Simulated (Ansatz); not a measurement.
Isolated molecules relaxed with PBE0-D4/def2-TZVP in Ansatz; ΔE leaves out vibrations. CBS: MP2 limit from def2 TZ/QZ plus the TZ coupled-cluster correction, frozen cores. This one scheme is used for every species. Functionals use def2-TZVPP. B3LYP here is the variant with VWN-RPA as its local correlation; programs differ in this. Each species was taken in one conformer, which may not be the lowest.

Reaction (ligand exchange at the Si–O bond): `CO[Si](C)(N)F` + PH₃ → `C[Si](N)(F)P` + CH₃OH

```
        species  B3LYP-D4 energy (Eh)
`CO[Si](C)(N)F`            -600.69457
            PH₃            -343.17920
 `C[Si](N)(F)P`            -828.05518
          CH₃OH            -115.78095
```

Problem. Work out ΔE.

Solution. ΔE = (-828.05518) + (-115.78095) − (-600.69457) − (-343.17920) = 0.03764 Eh = +1.02 eV. CCSD(T)/CBS gives +1.00 eV.

Largest T1 diagnostic among the species: 0.013.

In def2-TZVPP, CCSD(T) changes the Hartree–Fock value by −0.19 eV (the triples alone add −0.03 eV) and MP2 by −0.20 eV. From PBE to PBE0 (25 % exact exchange), in def2-TZVPP and without D4, ΔE moves by +0.07 eV.
